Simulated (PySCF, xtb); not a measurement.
OSr, SMILES [O]=[Sr].

GFN2-xTB run with xtb at its own geometry gives an orbital gap of 1.15 eV and a dipole moment of 7.10 D.

The structure is a stationary point at B3LYP-D3(BJ)/def2-TZVPD. The def2 effective core potentials stand for the cores of Sr; spin–orbit coupling is left out.

Task: What does ωB97X/def2-TZVPD (PySCF) give? (Estimate from the structure and the level; the computed values follow.)

Result: gap 6.39 eV (levels -6.60 and -0.21 eV), dipole 10.22 D.
